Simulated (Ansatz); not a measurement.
A structure relaxed at PBE0-D4/def2-TZVP, charge 0, multiplicity 1:

| atom | x (Å) | y (Å) | z (Å) |
| --- | --- | --- | --- |
| C1 | -0.495 | 0.519 | -0.754 |
| Si2 | 0.252 | -0.455 | 0.628 |
| Cl3 | 1.278 | -2.060 | -0.130 |
| Br4 | 1.654 | 0.823 | 1.774 |
| H5 | -1.045 | 1.375 | -0.354 |
| H6 | 0.283 | 0.886 | -1.425 |
| H7 | -1.184 | -0.109 | -1.324 |
| H8 | -0.743 | -0.979 | 1.586 |

(1) Give its formula and SMILES.

(2) Summarise the bond lengths by kind.

Answers

(1) CH4BrClSi, `C[SiH](Cl)Br`.

(2) 1 × C–Si 1.848 Å; 3 × C–H 1.092 to 1.093 Å; 1 × Cl–Si 2.049 Å; 1 × Br–Si 2.216 Å; 1 × H–Si 1.478 Å.

All numbers were calculated with Ansatz.
